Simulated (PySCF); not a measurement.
Several molecules and their computed UV-vis stick spectra, shuffled. Level of theory: TDDFT B3LYP/def2-SVPD, vertical, gas phase, core orbitals frozen in the response in PySCF 2.14.0, density-fitted response routines. Geometries: GFN2-xTB; one conformer of each isolated species. Triplets are in the Tamm–Dancoff approximation. Ions are computed without counter-ions or solvent.

A. `COC(C)C`
B. `[SH3+]`
C. `OCP1(=S)CC1`
D. `C#CC(=O)[C@H]([SiH3])CF`

Lowest singlet levels (six at most, fewer where fewer were computed) with oscillator strengths:

1. 186 nm (f 0.010); 170 nm (f 0.016); 165 nm (f 0.029); 159 nm (f 0.021); 153 nm (f 0.010); 152 nm (f 0.003); T1 6.55 eV
2. 316 nm (f 0.002); 252 nm (f 0.001); 217 nm (f 0.128); 206 nm (f 0.057); 192 nm (f 0.006); 183 nm (f 0.014); T1 3.42 eV
3. 128 nm (f 0.102 summed over 2 states); 120 nm (f 0.089); 106 nm (f 0.000); 99 nm (f 0.022 summed over 2 states); 96 nm (f 0.023) [of 8 roots; the last level is left out, as the window may have cut its degenerate partner]; T1 8.06 eV
4. 249 nm (f 0.020); 228 nm (f 0.028); 223 nm (f 0.044); 214 nm (f 0.038); 213 nm (f 0.014); 206 nm (f 0.025); T1 4.53 eV

Question: Which spectrum belongs to which structure?

Answer: 1 = A, 2 = D, 3 = B, 4 = C.
- A: S1 at 6.66 eV, HOMO→LUMO (98%); Löwdin shares by element: HOMO oxygen 59%, carbon 25% or more (atoms not listed hold the other 16%); LUMO carbon 48% (atoms not listed hold the other 52%); HOMO -7.12 and LUMO 0.48 eV.
- B: S1 at 9.69 eV, HOMO→LUMO/LUMO+1 (≥93%); Löwdin shares by element: HOMO sulfur 77%, hydrogen 23%; LUMO (one of a set within 0.03 eV) sulfur 62%, hydrogen 38%; HOMO -17.98 and LUMO -7.24 eV; point group C3v, 1 of its 7 listed states under f = 0.0005.
- C: S1 at 4.98 eV, HOMO→LUMO (93%); Löwdin shares by element: HOMO sulfur 66%, carbon 15% or more, phosphorus 15%; LUMO sulfur 31%, carbon 22% or more, phosphorus 15% (atoms not listed hold the other 32%); HOMO -6.35 and LUMO -0.31 eV.
- D: S1 at 3.93 eV, HOMO→LUMO (98%); Löwdin shares by element: HOMO oxygen 63%, carbon 27% or more; LUMO carbon 58% or more, oxygen 25% (atoms not listed hold the other 17%); HOMO -7.80 and LUMO -2.27 eV.

A slash joins orbitals within 0.01 eV of each other, whose weights are summed (≥ marks a lower bound).
